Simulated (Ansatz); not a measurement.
The C4–H6 bond of C2H5Al (SMILES C=[CH][AlH2]) is stretched (multiplicity 1, the rest rigid).
Geometry at rest (charge 0, multiplicity 1):
```xyz
8

Al    -0.13640     0.16293     1.16258
H     -0.81514     1.59102     1.21762
H      0.17826    -0.64445     2.48572
C      0.29152    -0.55238    -0.58963
C      0.01803     0.14494    -1.69878
H      0.75945    -1.52587    -0.73006
H      0.24169    -0.21990    -2.69844
H     -0.44827     1.12572    -1.65786
```

Correlated levels freeze the cores.

Run with Ansatz (Gaussian basis) for Hartree–Fock, density functionals and correlated methods. Each number belongs to the level named beside it.

Energies above the point at 1.089 Å (the B3LYP-D3(BJ) bond length), FIC-MRCISD+Q on CASSCF(2,2)/cc-pV(T+d)Z (kcal/mol): 5.66 at 0.980 Å; 3.71 at 1.198 Å; 108.87 at 3.485 Å.

Question: Take the last value as the depth D of a Morse curve D(1 − e^(−a(R − R₀)))², fit a and R₀ to the two near points, and test it at 1.470 and 1.906 Å.

Answer: 
With D = 108.9, both near points (counted from the curve's value at 1.089 Å) are met by a = 1.88 Å⁻¹ and R₀ = 1.090 Å, so k = 2Da² = 768 kcal/(mol Å²). The curve then gives 28.4 and 66.9 kcal/mol; the level itself gives 28.5 and 69.2, so Morse is off by -0.1 and -2.2.

Ansatz is a program for electronic structure.
